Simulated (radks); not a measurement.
Results of a calculation; reference values are marked as such.
Excited configurations of the erbium ion Er+: one electron is placed in a higher orbital outside [Xe] 4f12. The ground configuration is [Xe] 4f12 6s1. Code: a radial shooting solver on a logarithmic mesh with Libxc functionals. Model: Dirac Kohn-Sham, PBEsol, spin-unpolarised, spherical densities, finite nucleus; open shells fill j = l - 1/2 first; Fermi nuclear charge, rms radius 5.2516 fm. Excitation = E - E(ground); binding = E(ion) - E, where the ion is the core of charge +2; n* = 2/sqrt(2 binding) in atomic units, and the quantum defect is n - n*.

outer orbital  excitation (eV)  binding (eV)     n*  eigenvalue (eV)  <r> (bohr)
5f5/2                    8.377         3.461  3.966           -2.467       8.817
6p1/2                    3.303         8.535  2.525           -6.400       4.511
7s1/2                    6.241         5.597  3.118           -4.419       7.552
7p1/2                    7.332         4.506  3.475           -3.513       8.952
7f5/2                   10.181         1.657  5.731           -1.298       22.70

The Delta-SCF ionisation energy is 11.838 eV (NIST Atomic Spectra Database: 11.92 eV, semi-empirical). Self-interaction in the functional shifts the binding energies and quantum defects, so they are the method's values and not measured ones. Spin polarisation and multiplet splitting are left out, so open shells lie too high by an amount that depends on their filling.

Beside tabulated values, note that spin-unpolarised runs miss the spin-polarisation part of the exchange energy of open shells.
